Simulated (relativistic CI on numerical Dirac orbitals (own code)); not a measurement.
## A ladder of approximations for the levels of Rb7+

Calculated with a relativistic CI code on KLI orbitals (one set per configuration, finite nucleus), adding one ingredient at a time: step 1, Dirac-Coulomb, each configuration alone; step 2, with Breit and QED terms; step 3, with configuration mixing; step 4, with scaled Slater integrals (0.9); step 5, with a P86 correlation estimate; step 6, tied to the ionisation limit. P86 is a density functional for the correlation energy, evaluated here for each configuration and added to its levels. Step 6 is semi-empirical: configurations made of the next ion and one excited electron move by 5261 cm⁻¹, so that their limit matches the tabulated ionisation energy, and those with a non-penetrating f or g electron also take the P86 value of the least penetrating other one.

CI space (outside the closed core [Ar]): 3d10.4s2, 3d10.4s.4p, 3d10.4s.4d, 3d10.4s.5s, 3d10.4s.4f, 3d9.4s2.4p, 3d10.4p.4d, 3d10.4p.5s, 3d10.4s.5p, 3d10.4s.5d, 3d10.4s.6s, 3d10.4p2, 3d9.4p3, 3d10.4d2, 3d9.4p.4d2, 3d10.4f2, 3d9.4p.4f2, 3d10.4p.4f, 3d9.4p2.4f, 3d10.4d.5s, 3d9.4p.4d.5s.

Computed minus measured energy above the ground level, in cm⁻¹, for 12 of the 20 excited levels that pair in every step (one J of a term; a digit in brackets numbers repeated terms):

```
Configuration  Term  J  Measured  Step 1  Step 2  Step 3  Step 4  Step 5  Step 6
   3d10.4s.4p   3P°  0    131157  -12192  -12344   -4611   -4225   -3635    1612
   3d10.4s.4p   1P°  1    190501    3807    3507    2072   -2596   -1979    3182
     3d10.4p2    3P  0    306401   -9788  -10176   -1733   -2426   -1374   -1374
     3d10.4p2    1D  2    313112   13147   12499   -3657   -3334   -2221   -1795
     3d10.4p2    1S  0    360665   -6897   -7534    2203   -2822   -1778   -1776
   3d10.4s.4d    3D  1    395837  -10636  -11239   -3060   -3850   -2097    3146
   3d10.4s.4d    1D  2    428785  -18294  -18944    2163   -2834   -1096    3440
   3d10.4s.5s    3S  1    522435  -12750  -13187   -3359   -4721   -2115    3146
   3d10.4s.5s    1S  0    534244  -10548  -10982   -1298   -4072   -1465    3792
   3d10.4s.4f   3F°  2    610640  -15587  -16271   -4049   -5863    2193    4039
   3d9.4s2.4p   1P°  1    921830   -6182   -5931   -2900   -4300     442     442
   3d9.4s2.4p   3D°  1    928020   -6128   -6054   -3359   -4422     320     320
```

Mean absolute errors in cm⁻¹, over all paired levels and for the configurations:

```
Configuration, levels  Step 1  Step 2  Step 3  Step 4  Step 5  Step 6
              all, 20   11422   11777    3173    3985    2036    2434
        3d10.4s.4p, 4   10055   10159    4038    3901    3303    1921
          3d10.4p2, 5   11032   11329    2580    2905    1836    1702
        3d10.4s.4d, 4   12536   13178    2860    3621    1871    3195
        3d10.4s.5s, 2   11649   12085    2328    4397    1790    3469
        3d10.4s.4f, 3   15771   16462    4017    5858    2166    4004
        3d9.4s2.4p, 2    6155    5993    3129    4361     381     381
```

Measured levels: Sansonetti, J. Phys. Chem. Ref. Data 35, 301 (2006).

The mean absolute error is lowest at step 5 (2036 cm⁻¹), and the largest single drop is from step 2 to 3 (11777 to 3173). Mixing lowers the ground level by 9840, with 3d10.4p2 as its largest admixture; relative to it the configurations that move most are 3d10.4s.4f by +12445, 3d10.4s.4d by +11399, 3d10.4s.5s by +9756. Configurations whose own partners of that kind are not in the list rise by much of that lowering, so a short list can trade one imbalance for another. The P86 estimate moves 3d10.4s.4f by +8024, 3d9.4s2.4p by +4742, 3d10.4s.5s by +2607, and takes the mean absolute error of the excited configurations from 3985 to 2036. Step 6 takes that error from 2036 to 2434; it grows for 3d10.4s.4d, 3d10.4s.5s, 3d10.4s.4f. The shift fits the limit, so it does little for low levels whose errors differ from those near the limit.
